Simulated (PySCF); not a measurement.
SiH3Cl, SMILES Cl[SiH3].

The structure is a stationary point at B3LYP-D3(BJ)/def2-TZVP. The isomer is the one that the SMILES or the coordinates give; other isomers of the formula were not compared.

Level of theory: PBE/def2-TZVPD (PySCF).

Symmetry labels are those of the subgroup Cs that the program uses (full group C3v).

Computed valence orbital energies around the gap with their symmetry:
```csv
orbital,symmetry,energy (eV)
HOMO−7,A',-95.03
HOMO−6,A',-20.61
HOMO−5,A',-13.63
HOMO−4,A',-9.72
HOMO−3,A',-9.40
HOMO−2,A",-9.40
HOMO−1,A',-7.70
HOMO,A",-7.70
LUMO,A',-1.20
LUMO+1,A',-0.35
LUMO+2,A',0.07
LUMO+3,A",0.07
```
